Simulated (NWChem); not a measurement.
# HSO₃ anion

```xyz
5

O      1.3882     0.2805     0.2440
S      0.0116     0.1836    -0.4021
O     -1.0173     1.0079     0.3355
O     -0.4039    -1.5046     0.0678
H      0.2638    -1.6798     0.7494
```
Atoms are numbered in this order, from 1.

Level: B3LYP/def2-SVPD (NWChem), optimised geometry, unscaled harmonic frequencies. 

Problem. List the harmonic frequencies with IR intensities, and the thermochemistry.

Solution. 
```tsv
frequency (cm⁻¹)	IR intensity (km/mol)
206	55.7
339	9.9
366	6.2
502	77.1
564	225.6
976	70.4
1064	154.4
1110	310.1
3759	19.1
```

```
Quantity                                                                           Result
-----------------------------------------------------------------------  ----------------
zero-point energy                                                           12.7 kcal/mol
thermal correction to the enthalpy at 298.15 K (with zero-point energy)     16.2 kcal/mol
heat capacity Cv                                                         14.3 cal/(mol K)
entropy at 298.15 K and 1 atm (symmetry number 1)                        69.3 cal/(mol K)
```

Rigid rotor and harmonic oscillator.
